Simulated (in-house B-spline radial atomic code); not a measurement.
How numerical settings move a run on Te⁺, [Kr] 4d10 5s2 5p3. Computed with a B-spline radial code for spherical atoms: Dirac-Kohn-Sham PBE, spherical fractional occupations, Fermi nucleus of rms radius 4.7423 fm.

Command:
```bash
python run_scf.py task.json out
```
Settings of the sound reference run:
```
Z                52
electrons        51
configuration    [Kr] 4d10 5s2 5p3
hamiltonian      dirac
method           pbe,pbe
spin_polarised   False
nucleus          fermi
rms_radius       4.7423
mass_number      130
atomic_mass      129.9062
speed_of_light   137.036
knot_spacing     0.22
spline_order     8
gauss_points     12
box_radius       35.29
max_iterations   70
damping          0.5
damped_steps     3
diis_vectors     10
tolerance        1e-08
start            Thomas-Fermi
```

Run time, properties included: 2 s on 1 thread of Arm Neoverse N1, on a shared host.

It converges in 10 iterations to -6796.235514 hartree, with 5p3/2 at -13.3924 eV. The other runs change the listed settings, some to values that make no sense; their results aren't properties of the atom or ion. Radii are in bohr (the nuclear one in fm), a minus after a letter asks for a j subshell, and «unchanged» means within 1e-8 hartree. The run stops when the residual is below 10 × tolerance × max(1, Z/10), or a noise floor if that is larger, and the energy moves by less than 1e-8 × √|E| hartree; so very loose and very tight tolerances often act alike.

```tsv
changed settings	outcome
gauss_points = 16	converged in 10 iterations, energy unchanged
max_iterations = 60, damped_steps = 8, diis_vectors = 0, tolerance = 0.001	converged in 9 iterations, energy +1.10e-07 hartree from the reference, 5p3/2 level +1.1e-03 eV
max_iterations = 12, diis_vectors = 0	not converged after 12 iterations, last residual 1.6e-05, last energy +1.20e-09 hartree from the reference
method = hf, speed_of_light = 26.00943	stopped with error: Z/c is past the critical charge
tolerance = 1e-06	converged in 7 iterations, energy unchanged, 5p3/2 level +4.4e-04 eV
damping = 0.2	converged in 10 iterations, energy unchanged, 5p3/2 level -9.5e-06 eV
knot_spacing = 0.55, max_iterations = 75, damping = 0	converged in 11 iterations, energy +4.43e-01 hartree from the reference, 5p3/2 level -1.5e-02 eV
electrons = 55, configuration = [Kr] 4d10 5s2 5p7, max_iterations = 75	stopped with error: shell 5p holds at most 6 electrons
damping = 0.8	converged in 10 iterations, energy unchanged, 5p3/2 level -1.2e-05 eV
gauss_points = 4	converged in 10 iterations, energy +5.90e-07 hartree from the reference
gauss_points = 5	converged in 10 iterations, energy +2.31e-08 hartree from the reference
```

(1) What happens with gauss_points = 3?

(2) What happens with gauss_points = 5, max_iterations = 50, damping = 0.2, diis_vectors = 1, start = bare nucleus?

(3) What happens with spline_order = 4, max_iterations = 60, diis_vectors = 4, tolerance = 0.01?

(4) What happens with damping = 0.95?

Answers

(1) Converged in 10 iterations, energy +4.65e-04 hartree from the reference, 5p3/2 level +1.9e-05 eV.

(2) Not converged after 50 iterations, last residual 1.2e+00, last energy +9.01e+01 hartree from the reference.

(3) Converged in 7 iterations, energy +3.83e-03 hartree from the reference, 5p3/2 level +4.0e-04 eV.

(4) Converged in 11 iterations, energy unchanged, 5p3/2 level +3.7e-06 eV.
